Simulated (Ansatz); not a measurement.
A nudged elastic band was laid between two geometries of AlH₈N₃ (12 atoms, charge 0, multiplicity 1).

These are results of RKS PBE-D4/def2-SVP (Ansatz 0.2.0), not measurements.

```json
{
  "movable images": "7",
  "climbing image": "yes",
  "spring": "5.0 eV/Å²",
  "optimiser": "quadratic models (default)",
  "start path": "through a guess of the saddle point",
  "force threshold": "0.05 eV/Å",
  "iteration limit": "60",
  "end points": "relaxed"
}
```

Image 0:

```xyz
12
Properties=species:S:1:pos:R:3
Al -0.012 0.036 0.088
H -0.111 -0.994 1.331
N 1.584 0.231 -0.805
H 2.411 -0.269 -0.462
H 1.619 0.189 -1.828
N -1.514 0.354 -0.917
H -2.391 -0.122 -0.682
H -1.467 0.408 -1.939
N 0.056 1.875 1.070
H 0.925 2.306 0.718
H -0.744 2.405 0.692
H 0.040 1.927 2.097
```

Image 8:

```xyz
12
Properties=species:S:1:pos:R:3
Al -0.028 0.743 -0.656
H 0.386 0.228 3.247
N 1.510 -0.080 -1.040
H 1.692 -0.631 -1.880
H 2.333 -0.090 -0.436
N -1.550 0.261 -1.459
H -1.708 -0.633 -1.925
H -2.390 0.838 -1.526
N -0.041 2.055 0.567
H 0.777 2.596 0.854
H -0.875 2.426 1.025
H 0.287 0.631 2.593
```

(1) What changes between the two ends?

(2) Give the energies along the band, and the barrier.

(3) What is the geometry of the highest image?

Results:

(1) Bonds broken: Al1–H2, N9–H12. Bonds formed: H2–H12. AlH8N3 becomes AlH6N3 + H2.

(2) It converged. The highest image is number 4 of 0 to 8, 1.06 eV above the first end and 0.62 eV above the last; the last end lies 0.44 eV above the first. The profile has 2 maxima (images 4, 6) with wells between them (image 5): this band takes more than one step, which may be the mechanism or a detour left from its start path. A vibrational analysis at the climbing image gives one clearly imaginary mode, 1012i cm⁻¹: a first-order saddle point. The orbitals stay closed-shell, which can raise the energy where a bond breaks towards radicals; this wasn't checked here.

```json
{"image": "0", "path coordinate (Å)": "0.00", "energy (eV)": "0.00", "Al1–H2 (Å)": "1.62", "N9–H12 (Å)": "1.03", "H2–H12 (Å)": "3.02"}
{"image": "1", "path coordinate (Å)": "0.93", "energy (eV)": "0.02", "Al1–H2 (Å)": "1.62", "N9–H12 (Å)": "1.03", "H2–H12 (Å)": "2.91"}
{"image": "2", "path coordinate (Å)": "1.85", "energy (eV)": "0.09", "Al1–H2 (Å)": "1.62", "N9–H12 (Å)": "1.03", "H2–H12 (Å)": "2.70"}
{"image": "3", "path coordinate (Å)": "2.78", "energy (eV)": "0.18", "Al1–H2 (Å)": "1.64", "N9–H12 (Å)": "1.03", "H2–H12 (Å)": "2.09"}
{"image": "4", "path coordinate (Å)": "3.70", "energy (eV)": "1.06", "Al1–H2 (Å)": "1.87", "N9–H12 (Å)": "1.41", "H2–H12 (Å)": "1.03"}
{"image": "5", "path coordinate (Å)": "5.02", "energy (eV)": "0.49", "Al1–H2 (Å)": "3.03", "N9–H12 (Å)": "2.39", "H2–H12 (Å)": "0.78"}
{"image": "6", "path coordinate (Å)": "6.35", "energy (eV)": "0.56", "Al1–H2 (Å)": "3.22", "N9–H12 (Å)": "2.56", "H2–H12 (Å)": "0.77"}
{"image": "7", "path coordinate (Å)": "7.68", "energy (eV)": "0.46", "Al1–H2 (Å)": "3.50", "N9–H12 (Å)": "2.55", "H2–H12 (Å)": "0.77"}
{"image": "8", "path coordinate (Å)": "9.00", "energy (eV)": "0.44", "Al1–H2 (Å)": "3.96", "N9–H12 (Å)": "2.50", "H2–H12 (Å)": "0.78"}
```

(3) 
```xyz
12
Properties=species:S:1:pos:R:3
Al 0.030 0.485 -0.175
H -0.257 -0.091 1.580
N 1.597 0.082 -0.947
H 1.784 -0.809 -1.412
H 2.478 0.576 -0.795
N -1.552 0.076 -0.920
H -2.310 -0.400 -0.429
H -1.717 0.040 -1.928
N 0.125 2.096 0.866
H 1.000 2.587 1.086
H -0.644 2.775 0.826
H -0.140 0.928 1.612
```

The run took 3.3 min on 2 threads of Arm Neoverse V2, with other jobs on the host, peak memory 0.14 GiB.
